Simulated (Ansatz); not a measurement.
Start from `C#COC=O` and change one atom or group to get `C#C[O][Zn][CH3]`.

Ansatz, PBE0-D4/def2-TZVP geometries, multiplicity 1. Each molecule was computed in one conformer, which needn't be the lowest.

Scalar relativity is left out up to krypton.

```csv
property,`C#COC=O`
HOMO–LUMO gap (B3LYP/def2-TZVPP) / eV,6.41
size of the dipole moment (PBE/def2-TZVPP) / D,1.36
HOMO–LUMO gap (ωB97M-V/def2-TZVPP) / eV,11.47
HOMO energy (ωB97M-V/def2-TZVPP) / eV,-10.16
HOMO–LUMO gap (PBE/def2-TZVPP) / eV,4.58
LUMO energy (PBE/def2-TZVPP) / eV,-2.13
```

Question: What does the change do to each property? (An estimate is asked.)

Answer: The calculation gave: 
```
                                      property  `C#C[O][Zn][CH3]`  shift
         HOMO–LUMO gap (B3LYP/def2-TZVPP) / eV               4.99  -1.42
size of the dipole moment (PBE/def2-TZVPP) / D               3.90   2.54
       HOMO–LUMO gap (ωB97M-V/def2-TZVPP) / eV               9.27  -2.20
         HOMO energy (ωB97M-V/def2-TZVPP) / eV              -8.65   1.51
           HOMO–LUMO gap (PBE/def2-TZVPP) / eV               3.46  -1.12
             LUMO energy (PBE/def2-TZVPP) / eV              -1.71   0.42
```

With PBE0 the HOMO rises by 1.55 eV and the LUMO rises by 0.16 eV, so the gap narrows by about 1.39 eV. PBE moves the HOMO by 1.55 eV and ωB97M-V by 1.51 eV. Dipoles are sizes alone; their direction can turn.

B3LYP here is the variant with VWN-RPA as its local correlation; programs differ in this.
